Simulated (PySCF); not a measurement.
## C2H8B3N3O: full NMR table

```yaml
Formula: C2H8B3N3O
SMILES: CC(=O)N1BNBNB1
Point_group_of_the_computed_structure: C1
Carbon_signals: 2
Proton_signals: 4
```

Molfile (atoms numbered from 1):
```
C2H8B3N3O
     RDKit          3D

 17 17  0  0  0  0  0  0  0  0999 V2000
    2.4660   -0.9897   -0.1466 C   0  0  0  0  0  0  0  0  0  0  0  0
    1.7336    0.3193    0.0168 C   0  0  0  0  0  0  0  0  0  0  0  0
    2.3204    1.3693   -0.0423 O   0  0  0  0  0  0  0  0  0  0  0  0
    0.3320    0.2685    0.2441 N   0  0  0  0  0  0  0  0  0  0  0  0
   -0.3336    1.4999    0.6489 B   0  0  0  0  0  0  0  0  0  0  0  0
   -1.7416    1.4690    0.8385 N   0  0  0  0  0  0  0  0  0  0  0  0
   -2.5389    0.3031    0.6565 B   0  0  0  0  0  0  0  0  0  0  0  0
   -1.8488   -0.8838    0.2691 N   0  0  0  0  0  0  0  0  0  0  0  0
   -0.4455   -0.9364    0.0612 B   0  0  0  0  0  0  0  0  0  0  0  0
    3.5387   -0.7673   -0.1667 H   0  0  0  0  0  0  0  0  0  0  0  0
    2.1833   -1.4807   -1.0892 H   0  0  0  0  0  0  0  0  0  0  0  0
    2.2404   -1.6928    0.6672 H   0  0  0  0  0  0  0  0  0  0  0  0
    0.2932    2.5045    0.8395 H   0  0  0  0  0  0  0  0  0  0  0  0
   -2.1923    2.3273    1.1280 H   0  0  0  0  0  0  0  0  0  0  0  0
   -3.7350    0.3153    0.8232 H   0  0  0  0  0  0  0  0  0  0  0  0
   -2.3805   -1.7326    0.1281 H   0  0  0  0  0  0  0  0  0  0  0  0
    0.0658   -1.9734   -0.2736 H   0  0  0  0  0  0  0  0  0  0  0  0
  1  2  1  0
  2  3  2  0
  2  4  1  0
  4  5  1  0
  5  6  1  0
  6  7  1  0
  7  8  1  0
  8  9  1  0
  9  4  1  0
  1 10  1  0
  1 11  1  0
  1 12  1  0
  5 13  1  0
  6 14  1  0
  7 15  1  0
  8 16  1  0
  9 17  1  0
M  END
```

Level of theory: spin–spin couplings from B3LYP/pcJ-1 (spin–dipole term only in couplings to heteroatoms), geometry: PBE0-D3(BJ)/def2-SVP, GIAO PBE0/pcSseg-1 shieldings, in PySCF 2.14 (isolated molecule, non-relativistic, fast rotation and ring inversion assumed for equivalent nuclei, a single conformation).

Chemical shifts δ = σref − σ; TMS for 1H, 13C; BF3·OEt2 for 11B; 15N vs NH3; H2O for 17O, all at this level.

```tsv
carbon	δC, type	δH (multiplicity, J in Hz)	HMBC from (abs. J ≥ 3 Hz)	span of the C tensor (ppm)
C1	27.1, CH3	2.33 (s)	–	41
C2	179.9, C	–	H13/H17, H10/H11/H12	184
```

Other nuclei:
```json
{"atoms": "H14/H16", "nucleus": "1H", "environment": "hydrogen on a nitrogen bonded to 2 B, in a 6-membered ring", "δ (ppm)": "5.82", "σ (ppm)": "25.45"}
{"atoms": "H13/H17", "nucleus": "1H", "environment": "hydrogen on a boron bonded to 2 N, in a 6-membered ring", "δ (ppm)": "5.40", "σ (ppm)": "25.87"}
{"atoms": "H15", "nucleus": "1H", "environment": "hydrogen on a boron bonded to 2 N, in a 6-membered ring", "δ (ppm)": "4.76", "σ (ppm)": "26.50"}
{"atoms": "B5/B9", "nucleus": "11B", "environment": "boron bonded to 2 N, H, in a 6-membered ring", "δ (ppm)": "29.6", "σ (ppm)": "71.2"}
{"atoms": "B7", "nucleus": "11B", "environment": "boron bonded to 2 N, H, in a 6-membered ring", "δ (ppm)": "28.1", "σ (ppm)": "72.6"}
{"atoms": "N4", "nucleus": "15N", "environment": "amide-type nitrogen", "δ (ppm)": "207.3", "σ (ppm)": "58.4"}
{"atoms": "N6/N8", "nucleus": "15N", "environment": "nitrogen bonded to 2 B, H, in a 6-membered ring", "δ (ppm)": "146.6", "σ (ppm)": "119.1"}
{"atoms": "O3", "nucleus": "17O", "environment": "amide-type carbonyl oxygen", "δ (ppm)": "546.7", "σ (ppm)": "-212.2"}
```

Selected couplings (Hz, signed; the shortest-range and largest first, 30 at most; isotopes 11B, 1H, 13C, 15N): 1J(B5,H13) 157.3, 1J(B7,H15) 150.5, 1J(C1,H10) 136.0, 1J(B5,N6) -25.8, 1J(N6,B7) -25.5, 1J(N4,B5) -24.8, 2J(N6,H15) -4.6, 2J(N6,H13) -4.4, 2J(N4,H13) -3.1, 2J(C2,B5) 2.0, 2J(B5,B7) -1.2, 3J(B7,H13) 4.4, 3J(B5,H15) 4.0, 3J(B5,H17) 2.7, 3J(B5,N8) -2.1, 3J(N4,B7) -1.9, 3J(C1,B5) 1.6.

1. δC 179.9: amide carbonyl carbon; lone-pair donation from the attached heteroatom keeps it upfield of a ketone carbonyl.
2. δC 27.1: methyl carbon α to a carbonyl; the adjacent C=O deshields it moderately.
3. δH 5.82: hydrogen on a nitrogen bonded to 2 B, in a 6-membered ring; labile proton, position sensitive to the medium.
4. δH 5.40, 4.76: hydrogen on a boron bonded to 2 N, in a 6-membered ring.
5. δH 2.33: hydrogen on a methyl carbon α to a carbonyl; α to C=O.

Exchangeable OH/NH protons stand at their gas-phase positions; hydrogen bonding in a real sample shifts them, mostly to higher δ. Hydrogens on boron are broadened and split by 11B (spin 3/2, 80 %) and 10B (spin 3). Shifts are as computed. Against solution values, carbons near 30 ppm lie about +2 ppm off and those near 130 ppm about +5 ppm. Of 1313 compounds with measured shifts, 239 miss one by over three times the rms of a fit or turn the order of signals round; such compounds aren't used in these exercises. Couplings to exchangeable protons are dropped. Unscaled 17O shifts of doubly bonded oxygen tend to come out too high, by tens of ppm or more. Experimental scales use liquid or dissolved standards, which lie at an offset from isolated NH3 (liquid NH3: subtract about 20 ppm) and H2O (liquid H2O: subtract about 36 ppm). Unscaled 15N shifts of sp2 nitrogen come out 20 to 40 ppm too high even then.
